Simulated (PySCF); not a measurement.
SnF, SMILES [F][Sn+] (connectivity only; charge and spin as stated), charge +1, multiplicity 1.

Geometry: PBE0-D3(BJ)/def2-TZVP. The multiplicity is an assumed one; other spin states were not compared. The def2 effective core potentials stand for the cores of Sn; spin–orbit coupling is left out.

Method: HF/def2-TZVPD run with PySCF.

Gas-phase values at a fixed geometry.

```
Property                                                          Result
------------------------------------------------  ----------------------
total energy                                          -312.61641 hartree
point group                                                          C∞v
highest occupied level                                         -19.06 eV
lowest empty level                                              -6.36 eV
orbital gap                                                     12.70 eV
dipole moment about the centre of nuclear charge                  3.80 D
mean static polarisability                          26.2 bohr³ (3.89 Å³)
polarisability, principal values                  25.7, 25.7, 27.3 bohr³
```
